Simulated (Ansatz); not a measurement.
Basis-set series for C$_{4}$H$_{12}$ClNSi (`CC(C)N(C)[SiH2]Cl`). Total charge 0; spin multiplicity 1. Geometry: relaxed with PBE0-D4/def2-TZVP. It is one conformer, not always the lowest.

```csv
functional,basis,functions,energy (Eh),HOMO (eV),LUMO (eV)
PBE0-D4,def2-SVP,166,-963.25366,-6.73,1.19
PBE0-D4,def2-QZVPP,785,-963.78646,-6.82,0.44
ωB97M-V,def2-SVP,166,-963.60137,-9.00,2.97
ωB97M-V,def2-QZVPP,785,-964.14547,-9.11,1.58
```

**Question.** Give the rows for def2-TZVPP. (Best estimate.)

**Answer.** Computed: 
```tsv
functional	basis	functions	energy (Eh)	HOMO (eV)	LUMO (eV)
PBE0-D4	def2-TZVPP	407	-963.75057	-6.80	0.74
ωB97M-V	def2-TZVPP	407	-964.11116	-9.10	2.33
```

Positive LUMOs are unbound and depend on the basis.
